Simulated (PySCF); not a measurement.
## Level sweep

CH8B2SSi.
Bonds: B1–C2, C2–B3, B3–S4, S4–Si5. Hydrogens: H6, H7 on B1; H8, H9 on C2; H10 on B3; H11, H12, H13 on Si5.

PySCF, dipoles from the SCF density, polarisabilities from static response with core orbitals frozen. Isolated species at its PBE0-D3(BJ)/def2-SVP geometry (one conformer only).

The anisotropy is √(½[(α1 − α2)² + (α2 − α3)² + (α3 − α1)²]).

```
              level  μ (D)  α (Å³)  anisotropy (Å³)
      LDA/def2-SVPD  1.494   14.38             5.22
      PBE/def2-SVPD  1.456   14.06             5.04
    B3LYP/def2-SVPD  1.445   13.54             4.56
     PBE0/def2-SVPD  1.483   13.44             4.52
BHandHLYP/def2-SVPD  1.490   12.95             4.09
CAM-B3LYP/def2-SVPD  1.492   13.28             4.28
  wB97X-D/def2-SVPD  1.522   13.25             4.25
  LC-wPBE/def2-SVPD  1.560   12.92             4.06
       HF/def2-SVPD  1.596   12.33             3.54
        PBE0/6-31G*  1.698   11.17             4.94
       PBE0/6-31+G*  1.642   12.34             4.69
      PBE0/def2-SVP  1.527   11.63             4.89
   PBE0/aug-cc-pVDZ  1.456   13.59             4.59
     PBE0/def2-TZVP  1.393   12.95             4.73
    PBE0/def2-TZVPD  1.398   13.56             4.59
```

The dipole runs from 1.39 D (PBE0/def2-TZVP) to 1.70 D (PBE0/6-31G*). No reference polarisability is at hand; against PBE0 in the largest diffuse basis at hand (def2-TZVPD) the other PBE0 rows deviate by 6-31G* -18%, 6-31+G* -9%, def2-SVP -14%, def2-SVPD -1%, aug-cc-pVDZ 0%, def2-TZVP -5%. In one basis (def2-SVPD) the functionals order the polarisability from HF (lowest) to LDA (highest), a spread of 17%. With PBE0 the polarisability is 11.91 Å³ without diffuse functions (mean of 6-31G*, def2-SVP and def2-TZVP) and 13.23 Å³ with them (mean of 6-31+G*, def2-SVPD, aug-cc-pVDZ and def2-TZVPD).
